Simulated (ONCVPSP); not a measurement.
What one change does to a pseudopotential (arsenic (As), ONCV)

ONCVPSP 4.0.1 input, shortened (lines: element, Z, core and valence counts, functional; n l f; lmax; l rc ep ncon nbas qcut; lloc lpopt rc5 dvloc0; l nproj debl; icmod fcfact rcfact), PBE, fully relativistic:

```
  As 33.00    5    3        4      upf
    1    0    2.00
    2    0    2.00
    2    1    6.00
    3    0    2.00
    3    1    6.00
    3    2   10.00
    4    0    2.00
    4    1    3.00
    2
    0    1.30    0.00    4    7    5.90
    1    2.05    0.00    4    8    4.30
    2    0.60    0.00    3    7   13.90
    4    5    0.45    0.00
    0    2    3.10
    1    1    1.10
    2    3    1.10
    0    0.00    0.00
```

Open shells are filled in proportion to 2j + 1.

In the d channel the program set the typed energies aside and used -1.482, 0.250, 1.350 Ha (j = l + 1/2; the other j can differ).

All-electron outer shells of the reference configuration (PBE, scalar-relativistic, ld1.x):

```csv
shell,level (eV),outermost node (bohr),outermost maximum (bohr)
3s,-190.31,0.25,0.52
3p,-133.68,0.22,0.52
3d,-40.65,–,0.47
4s,-14.49,0.73,1.61
4p,-5.19,0.78,2.00
```

Change: core correction Teter function, fcfact 5, rcfact 1.5.

Cutoffs: the cutoffs (Ha) at which the residual kinetic energy of the hardest occupied pseudo-wave falls to 1 and 0.1 mHa per electron; they do not see the model core or the augmentation charge, which bear on the density cutoff. Errors are all-electron minus pseudo energies relative to the spin-unpolarised reference configuration.

Problem. What does the change do?

Solution. Both files keep a bound ghost (d, p, s); of the 4 tests that both files solve, the error grows in 1 and shrinks in 2 by more than 15 % and 0.3 meV (median size 4.0 → 3.5 meV). A model core, the more so a compact one, raises the density cutoff, which this test does not measure.

| quantity | base | changed |
| --- | --- | --- |
| bound ghosts | s, p3/2, d5/2, p1/2, d3/2 | s, p3/2, d5/2, p1/2, d3/2 |
| GHOST(+) flags under 300 eV | none | none |
| largest miss of a reference level, eV | 0.06 | 0.06 |
| error for 3d10 4s2 4p2, meV [ΔE 9.15 eV] | +0.9 | +0.6 |
| error for 3d10 4s2 4p1, meV [ΔE 27.07 eV] | +1.6 | -1.8 |
| error for 3d10 4s2 4p0, meV [ΔE 54.78 eV] | -6.3 | -25 |
| error for 3d10 4s1 4p3, meV [ΔE 19.25 eV] | +10 | +5.3 |
| s: phases at 1.32 bohr within 0.05 rad from the reference energy up to (Ha; the scan ends near 5) | to the end of the scan | to the end of the scan |
| p3/2: phases at 2.09 bohr within 0.05 rad from the reference energy up to (Ha; the scan ends near 5) | 1.8 | 1.8 |
| p1/2: phases at 2.09 bohr within 0.05 rad from the reference energy up to (Ha; the scan ends near 5) | 1.8 | 1.8 |
| d5/2: phases at 0.61 bohr within 0.05 rad from the reference energy up to (Ha; the scan ends near 5) | to the end of the scan | to the end of the scan |
| d3/2: phases at 0.61 bohr within 0.05 rad from the reference energy up to (Ha; the scan ends near 5) | to the end of the scan | to the end of the scan |

 A true bound ghost makes a file unfit for plane-wave use even where its test errors are small: the radial tests pick states by their node count and pass the ghost by.
